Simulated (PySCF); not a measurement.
## C12H27P: Computed beside measured shifts

System: C12H27P (measured compound), SMILES CC[C@H](C)P([C@@H](C)CC)[C@@H](C)CC.

Atom-mapped SMILES (hydrogens are numbered by the atom that bears them): [CH3:1][CH2:2][C@H:3]([CH3:4])[P:5]([C@@H:6]([CH3:7])[CH2:8][CH3:9])[C@@H:10]([CH3:11])[CH2:12][CH3:13]

Computed with GIAO PBE0/pcSseg-2, gas phase, PySCF SCF with an in-house response code, fitting set def2-universal-JFIT up to Ne and JKFIT beyond, grid level 2, non-relativistic, geometry: PBE0-D3(BJ)/def2-SVP.

One optimised conformer. Values are averaged over the atoms that symmetry or fast rotation interchanges, on this one geometry and without vibrational averaging. Shifts are the reference shielding less the shielding here, at the same level (13C, 1H against isolated TMS; 31P against isolated H3PO4); nuclei without a reference have shieldings only.

Problem. What shifts does this level give for P5, and how do they compare with measurement?

Solution. 
```
atom  nucleus  computed / ppm  measured / ppm  computed less measured  measured against  medium of the measurement
  P5      31P           -17.7             7.9                   -25.6        85 % H3PO4                 not stated
```

Computed 19F and 31P shifts carry an offset from the reference molecule (CFCl3 is hard for DFT, lone H3PO4 or PH3 isn't the 85 % acid), so differences between compounds are more accurate than the values.

Measured values: NMR Tables: representative 31P chemical shifts referenced to 85 % H3PO4.
